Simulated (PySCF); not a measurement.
C3H6NO, SMILES C[N]C(C)=O (connectivity only; charge and spin as stated), charge -1, multiplicity 1. Geometry: B3LYP-D3(BJ)/def2-SVPD. The spin state was assumed, not searched. The isomer is the one that the SMILES or the coordinates give; other isomers of the formula were not compared.

Calculation: B3LYP-D3(BJ)/def2-SVPD (PySCF).

Harmonic wavenumbers (cm⁻¹): 117, 171, 244, 332, 495, 589, 593, 796, 981, 1012, 1096, 1102, 1130, 1315, 1395, 1412, 1442, 1449, 1458, 1471, 1640, 2826, 2836, 2987, 2991, 3050, 3112. Rotational constants (GHz): 9.243, 4.270, 3.032; symmetry number 1.

Task: Work out the zero-point energy and the ideal-gas rigid-rotor harmonic-oscillator thermochemistry at 298.15 K and 1 atm.

Result: ZPE = ½ Σ hcν = ½ × 38037 cm⁻¹ = 227.51 kJ/mol. H − E(el) = 245.37 kJ/mol. Entropy in J/(mol K): translation 162.10, rotation 106.27, vibration 45.70, total 314.07. G − E(el) = 151.73 kJ/mol. Cp = 89.95 J/(mol K). Modes under 150 cm⁻¹ make the vibrational entropy uncertain.
